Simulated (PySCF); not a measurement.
C$_{2}$H$_{3}$O (SMILES [CH-]1CO1), charge -1, singlet, at a GFN2-xTB geometry (in this run its highest filled SCF level lies above zero, so its values depend strongly on the basis, on diffuse functions most of all), with bond 4-1 at 1.4 times its length; CASSCF(4,3)/STO-3G (PySCF).

PySCF was given this input:
```python
from pyscf import gto, scf, mcscf
import numpy

mol = gto.Mole()
mol.atom = '''
    C     0.12758253    0.83909514   -0.40587053
    O     0.01305692   -0.00449006    0.83668314
    C     0.01266963   -0.63253186   -0.40519283
    H    -1.36076353    1.41295795   -0.65286595
    H    -0.91341079   -1.19766682   -0.63989719
    H     0.90296421   -1.25478943   -0.60489199
'''
mol.basis = 'sto-3g'
mol.charge = -1
mol.verbose = 4
mol.build()

mf = scf.RHF(mol)
mf.kernel()
mc = mcscf.CASSCF(mf, 3, 4)
mc.kernel()
occ = numpy.linalg.eigvalsh(mc.fcisolver.make_rdm1(mc.ci, mc.ncas, mc.nelecas))[::-1]
ss = mc.fcisolver.spin_square(mc.ci, mc.ncas, mc.nelecas)[0]
print('natural occupations', occ.round(4), ' <S^2>', round(ss, 4))
```

**Question.** What does PySCF print? Leave out banner, timings and long lists.

**Answer.** 
```
PySCF version 2.14.0

[INPUT] verbose = 4
[INPUT] num. atoms = 6
[INPUT] num. electrons = 24
[INPUT] charge = -1
[INPUT] spin (= nelec alpha-beta = 2S) = 0
[INPUT] symmetry False subgroup None
[INPUT] Mole.unit = angstrom
[INPUT] Symbol           X                Y                Z      unit          X                Y                Z       unit  Magmom
[...]
nuclear repulsion = 66.1722199185264
number of shells = 12
number of NR pGTOs = 54
number of NR cGTOs = 18
basis = sto-3g
ecp = {}

******** <class 'pyscf.scf.hf.RHF'> ********
method = RHF
initial guess = minao
damping factor = 0
level_shift factor = 0
DIIS = <class 'pyscf.scf.diis.CDIIS'>
diis_start_cycle = 1
diis_space = 8
diis_damp = 0
SCF conv_tol = 1e-09
SCF conv_tol_grad = None
SCF max_cycles = 50
direct_scf = True
direct_scf_tol = 1e-13
Set gradient conv threshold to 3.16228e-05
Initial guess from minao.
init E= -150.389412703352
[...]
cycle= 1 E= -149.94277585687  delta_E= 0.447  |g|= 0.45  |ddm|= 3.12
[...]
cycle= 2 E= -150.015443756105  delta_E= -0.0727  |g|= 0.182  |ddm|= 0.856
[...]
cycle= 3 E= -150.026471597029  delta_E= -0.011  |g|= 0.0361  |ddm|= 0.25
[...]
cycle= 4 E= -150.027480985482  delta_E= -0.00101  |g|= 0.0106  |ddm|= 0.105
[...]
cycle= 5 E= -150.027584422076  delta_E= -0.000103  |g|= 0.00338  |ddm|= 0.0339
[...]
cycle= 6 E= -150.027596169265  delta_E= -1.17e-05  |g|= 0.000791  |ddm|= 0.0135
[...]
cycle= 7 E= -150.027596831037  delta_E= -6.62e-07  |g|= 0.000197  |ddm|= 0.00297
[...]
cycle= 8 E= -150.027596875741  delta_E= -4.47e-08  |g|= 3.52e-05  |ddm|= 0.00083
[...]
cycle= 9 E= -150.027596876928  delta_E= -1.19e-09  |g|= 7.74e-06  |ddm|= 0.000122
[...]
cycle= 10 E= -150.02759687698  delta_E= -5.25e-11  |g|= 2e-06  |ddm|= 2.36e-05
[...]
Extra cycle  E= -150.027596876983  delta_E= -2.96e-12  |g|= 1e-06  |ddm|= 3.99e-06
converged SCF energy = -150.027596876983

******** <class 'pyscf.mcscf.mc1step.CASSCF'> ********
CAS (2e+2e, 3o), ncore = 10, nvir = 5
max_cycle_macro = 50
max_cycle_micro = 4
conv_tol = 1e-07
conv_tol_grad = None
orbital rotation max_stepsize = 0.02
orbital rotation threshold for CI restart = 0.01
augmented hessian ah_max_cycle = 30
augmented hessian ah_conv_tol = 1e-12
augmented hessian ah_linear dependence = 1e-14
augmented hessian ah_level shift = 1e-08
augmented hessian ah_start_tol = 2.5
augmented hessian ah_start_cycle = 3
augmented hessian ah_grad_trust_region = 3
kf_trust_region = 3
kf_interval = 4
ci_response_space = 4
ci_grad_trust_region = 3
[...]
CASCI E = -150.046243037287  S^2 = 0.0000000
[...]
macro iter  26 ( 21 JK    4 micro), CASSCF E = -150.068713804623  dE = -1.44580005e-04  S^2 = 0.0000000
               |grad[o]|=0.00149  |grad[c]|=0.00161  |ddm|=0.000722  |maxRot[o]|=  0.1
macro iter  27 ( 11 JK    3 micro), CASSCF E = -150.068745084319  dE = -3.12796963e-05  S^2 = 0.0000000
               |grad[o]|=0.00105  |grad[c]|=0.0206  |ddm|=0.000695  |maxRot[o]|=0.123
macro iter  28 ( 17 JK    4 micro), CASSCF E = -150.068657147955  dE =  8.79363641e-05  S^2 = 0.0000000
               |grad[o]|=0.0011  |grad[c]|=0.0144  |ddm|=0.0012  |maxRot[o]|=0.103
macro iter  29 ( 21 JK    4 micro), CASSCF E = -150.068665807622  dE = -8.65966726e-06  S^2 = 0.0000000
               |grad[o]|=0.000991  |grad[c]|=0.000941  |ddm|=0.000156  |maxRot[o]|=0.012
macro iter  30 ( 21 JK    4 micro), CASSCF E = -150.068664011112  dE =  1.79651025e-06  S^2 = 0.0000000
               |grad[o]|=0.000551  |grad[c]|=0.00225  |ddm|=0.000251  |maxRot[o]|=0.00817
macro iter  31 ( 23 JK    4 micro), CASSCF E = -150.068703187916  dE = -3.91768041e-05  S^2 = 0.0000000
               |grad[o]|=0.000536  |grad[c]|=0.000465  |ddm|=0.000148  |maxRot[o]|=0.0325
macro iter  32 ( 21 JK    4 micro), CASSCF E = -150.068702966733  dE =  2.21183313e-07  S^2 = 0.0000000
               |grad[o]|=0.000423  |grad[c]|=0.00142  |ddm|=0.000171  |maxRot[o]|=0.00373
macro iter  33 ( 25 JK    4 micro), CASSCF E = -150.068726368791  dE = -2.34020583e-05  S^2 = 0.0000000
               |grad[o]|=0.000409  |grad[c]|=0.000359  |ddm|=0.000179  |maxRot[o]|=0.0242
macro iter  34 ( 21 JK    4 micro), CASSCF E = -150.068726151649  dE =  2.17141917e-07  S^2 = 0.0000000
               |grad[o]|=0.000321  |grad[c]|=0.0011  |ddm|=0.00013  |maxRot[o]|=0.00255
macro iter  35 ( 19 JK    3 micro), CASSCF E = -150.068734510971  dE = -8.35932187e-06  S^2 = 0.0000000
               |grad[o]|=0.000316  |grad[c]|=0.000277  |ddm|=0.000129  |maxRot[o]|=0.0104
macro iter  36 ( 21 JK    4 micro), CASSCF E = -150.068734432295  dE =  7.86760381e-08  S^2 = 0.0000000
               |grad[o]|=0.000277  |grad[c]|=0.000964  |ddm|=0.0001  |maxRot[o]|=0.0011
1-step CASSCF converged in  36 macro (724 JK 140 micro) steps
CASSCF canonicalization
Density matrix diagonal elements [1.98143375 1.91831124 0.10025501]
CASSCF energy = -150.068734432295
CASCI E = -150.068734432295  E(CI) = -3.27261871402354  S^2 = 0.0000000
natural occupations [1.9971 1.904  0.0989]  <S^2> 0.0
```
